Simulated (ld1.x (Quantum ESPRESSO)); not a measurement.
selenium (Se), PAW: configuration errors across variants

- Element: selenium (Se)
- Generator: ld1.x (Quantum ESPRESSO) 7.5
- Type: PAW
- Functional: PBE
- Relativity: fully relativistic
- Frozen core: [Ne]
- Valence charge: 24
- Reference configuration: 3s2 3p6 3d10 4s2 4p4
- Partial waves: 3s (bound): rcut 0.75, rcutus 1.00 bohr; 4s (bound): rcut 0.75, rcutus 1.00 bohr; 3p (bound): rcut 0.95, rcutus 1.15 bohr; 4p (bound): rcut 0.95, rcutus 1.15 bohr; 3d (bound): rcut 0.70, rcutus 0.75 bohr; 3d channel at -3.3 Ry: rcut 0.70, rcutus 0.75 bohr
- Local potential: all-electron potential smoothed inside 0.65 bohr (lloc = -1)
- Core correction: Bessel-smoothed model core inside 0.50 bohr
- Augmentation charge: GAUSS, radius 0.80 bohr

Open shells are filled in proportion to 2j + 1 (rel_dist='average').

All-electron excitation energies from the reference (eV): (1) 3s2 3p6 3d10 4s2 4p3 10.849; (2) 3s2 3p6 3d10 4s2 4p2 31.202; (3) 3s2 3p6 3d10 4s2 4p1 62.077.

Tests that are not counted but printed errors over 1 eV. “waves 3d (bound): rcut 0.70, rcutus 1.04 bohr; 3d channel at -3.3 Ry: rcut 0.70, rcutus 1.04 bohr”: 3s1 3p6 3d10 4s2 4p4 (solver errors, printed error +3.3 eV).

Errors AE − PS in meV (a dash: test not solved or not reliable):

```csv
change,(1),(2),(3),bound ghosts
base,-2.0,-4.7,-11,not determined
"waves 3d (bound): rcut 0.48, rcutus 0.50 bohr; 3d channel at -3.3 Ry: rcut 0.48, rcutus 0.50 bohr",-1.7,-0.1,+5.7,not determined
"waves 3d (bound): rcut 0.54, rcutus 0.58 bohr; 3d channel at -3.3 Ry: rcut 0.54, rcutus 0.58 bohr",-1.2,-5.8,-22,not determined
"waves 3d (bound): rcut 0.60, rcutus 0.64 bohr; 3d channel at -3.3 Ry: rcut 0.60, rcutus 0.64 bohr",-0.2,-2.9,-16,not determined
"waves 3d (bound): rcut 0.66, rcutus 0.70 bohr; 3d channel at -3.3 Ry: rcut 0.66, rcutus 0.70 bohr",+0.5,+0.2,-6.9,not determined
"waves 3d (bound): rcut 0.70, rcutus 0.88 bohr; 3d channel at -3.3 Ry: rcut 0.70, rcutus 0.88 bohr",0.0,-1.8,-12,not determined
"waves 3d (bound): rcut 0.70, rcutus 0.98 bohr; 3d channel at -3.3 Ry: rcut 0.70, rcutus 0.98 bohr",0.0,-2.8,-16,not determined
"waves 3d (bound): rcut 0.70, rcutus 1.04 bohr; 3d channel at -3.3 Ry: rcut 0.70, rcutus 1.04 bohr",-0.1,-3.7,-19,not determined
"waves 3d (bound): rcut 0.70, rcutus 1.14 bohr; 3d channel at -3.3 Ry: rcut 0.70, rcutus 1.14 bohr",-0.3,-4.5,-22,not determined
```

(1) Give the same row for: waves 3d (bound): rcut 0.70, rcutus 0.82 bohr; 3d channel at -3.3 Ry: rcut 0.70, rcutus 0.82 bohr.

Answers

(1) +0.1, -0.5, -7.6; bound ghosts: not determined.
